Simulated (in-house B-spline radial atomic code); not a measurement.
The numbers below are computed, except where a source is named.
# Cu ion on In atom: potential, deflection and energy transfer

The pair potential comes from two frozen, spherical free-atom densities (PBE, B-spline radial code, scalar-relativistic past argon): electrostatics plus the change in Thomas-Fermi kinetic and Dirac exchange energy where they overlap, the recipe behind the universal ZBL potential, which averages such potentials (from solid-state densities) over many pairs. It is written V = (Z1 Z2 e²/r) φ(r/a), with e² = 14.3996 eV·Å and a = 0.46850 Å/(Z1^0.23 + Z2^0.23); ZBL's fit is φ = 0.18175 e^(−3.1998x) + 0.50986 e^(−0.94229x) + 0.28022 e^(−0.4029x) + 0.02817 e^(−0.20162x). Where φ falls below 4e-4 it is continued as an exponential.

Masses 63.55 and 114.82 u.

```
x = r/a  φ, this pair     φ, ZBL
    0.1        0.8885     0.8928
   0.25        0.7648     0.7647
    0.5        0.6146     0.6096
      1        0.4223     0.4164
    1.5        0.3042     0.2995
      2        0.2264     0.2218
      3        0.1336     0.1292
      4       0.08377    0.08026
      5        0.0539    0.05224
    6.5       0.02935    0.02914
      8       0.01718    0.01705
     10      0.008726   0.008778
     12      0.004556    0.00474
   14.5       0.00217   0.002328
     17      0.001111   0.001212
     20     0.0005224  0.0005882
```

Q: At x = 4 the electrostatic, kinetic and exchange parts are 311.47, 4159.1 and -247.42 eV. Find r, V and φ.

A: a = 0.46850/(2.1695 + 2.4476) = 0.10147 Å, so r = 0.40588 Å. V = 311.47 + 4159.1 + (-247.42) = 4223.15 eV. The bare repulsion is 29 × 49 × 14.3996/0.40588 = 50413 eV, so φ = 0.0838, +4.4 % against ZBL's 0.0803. The kinetic (Pauli) term is 98 % of V here.

Q: The ion comes in at 313.3 keV with impact parameter 0.5074 Å. The scattering integral gives a centre-of-mass angle of 1.274° and a closest approach of 5.027 a. What are the reduced energy, the energy passed on and the laboratory angles?

A: ε = E a M2/(Z1 Z2 e² (M1 + M2)) = 313300 × 3.1922e-06 = 1. The most that one collision can pass on is γE with γ = 4 M1 M2/(M1 + M2)² = 0.9174. Here T = γE sin²(θ/2) = 0.9174 × 313300 × 0.0001235 = 35.51 eV. The ion turns by arctan(sin θ/(cos θ + M1/M2)) = 0.8°, and the struck atom leaves at (180° − θ)/2 = 89.4°. The closest approach is 0.510 Å. With ZBL the angle would be 1.22° and T = 32.39 eV.
